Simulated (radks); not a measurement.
Excited configurations of P: one electron is placed in a higher orbital outside [Ne] 3s2 3p2. The ground configuration is [Ne] 3s2 3p3. Method: scalar-relativistic Kohn-Sham, LDA (Slater exchange, Perdew-Wang correlation), spin-polarised, spherical densities, finite nucleus; open shells are filled with parallel spins first; Fermi nuclear charge, rms radius 3.1889 fm; computed with a radial shooting solver on a logarithmic mesh with Libxc functionals. Excitation = E - E(ground); binding = E(ion) - E, where the ion is the core of charge +1; n* = 1/sqrt(2 binding) in atomic units, and the quantum defect is n - n*.

outer orbital,excitation (eV),binding (eV),n*,eigenvalue (eV)
3d,8.294,2.225,2.473,-0.679
5p,9.191,1.328,3.201,-0.810
6d,9.946,0.573,4.875,-0.372
7s,9.860,0.659,4.545,-0.442
7p,9.956,0.563,4.915,-0.377
7d,10.103,0.416,5.718,-0.280
7f,10.173,0.346,6.273,-0.231

The Delta-SCF ionisation energy is 10.519 eV (NIST Atomic Spectra Database: 10.487 eV, measured). Self-interaction in the functional shifts the binding energies and quantum defects, so they are the method's values and not measured ones. Open shells are spherical and high-spin; term and fine-structure splittings are not resolved.
